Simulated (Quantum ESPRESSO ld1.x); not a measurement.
Results of a calculation; reference values are marked as such.
The mean radii <r> (bohr) of the occupied orbitals of an atom or ion are listed with their occupations. Code: ld1.x of Quantum ESPRESSO 7.5. Model: Dirac Kohn-Sham, revPBE, spin-unpolarised, spherical densities, point nucleus.

| orbital | occ. | <r> |
|---|---|---|
| 1s1/2 | 2 | 0.03111 |
| 2s1/2 | 2 | 0.1345 |
| 2p1/2 | 2 | 0.1141 |
| 2p3/2 | 4 | 0.1192 |
| 3s1/2 | 2 | 0.3681 |
| 3p1/2 | 2 | 0.3599 |
| 3p3/2 | 4 | 0.3707 |
| 3d3/2 | 4 | 0.3435 |
| 3d5/2 | 6 | 0.3470 |
| 4s1/2 | 2 | 0.9010 |
| 4p1/2 | 2 | 0.9582 |
| 4p3/2 | 4 | 0.9858 |
| 4d3/2 | 4 | 1.192 |
| 4d5/2 | 3 | 1.203 |

Name the element and its charge. Open shells, if any, fill j = l - 1/2 first.

Answer. Z = 47, silver, charge +4: Ag4+ in [Kr] 4d7. The 1s radius gives Z: for a bare nucleus <r> = (2 gamma + 1)/(2Z) with gamma = sqrt(1 - (Z/c)^2), 0.03062 bohr for Z = 47, and screening makes it slightly larger (0.03111 here). The occupations add up to 43, and the charge is Z minus that.
